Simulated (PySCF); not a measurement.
ClGeH5OSi, SMILES Cl[SiH2][O][GeH3]. The structure is a stationary point at PBE-D3(BJ)/def2-SVP. The structure was generated by enumeration, and PubChem lists no compound with its InChIKey, so it may never have been made. Other conformers were not sampled.

Computed equilibrium geometry at PBE-D3(BJ)/def2-SVP (PySCF confirms it by a frequency run) as Cartesian coordinates in Å (one conformer of several):
```xyz
9

Si     1.4976     0.2416    -0.6797
Cl     1.7278     0.8324     1.3138
O      0.0959    -0.6270    -0.8523
Ge    -1.5423    -0.3864    -0.1134
H      2.6483    -0.6400    -1.0482
H      1.4772     1.4999    -1.4972
H     -1.8673     1.1307    -0.1082
H     -2.4981    -1.1740    -1.0380
H     -1.5141    -0.9675     1.3207
```
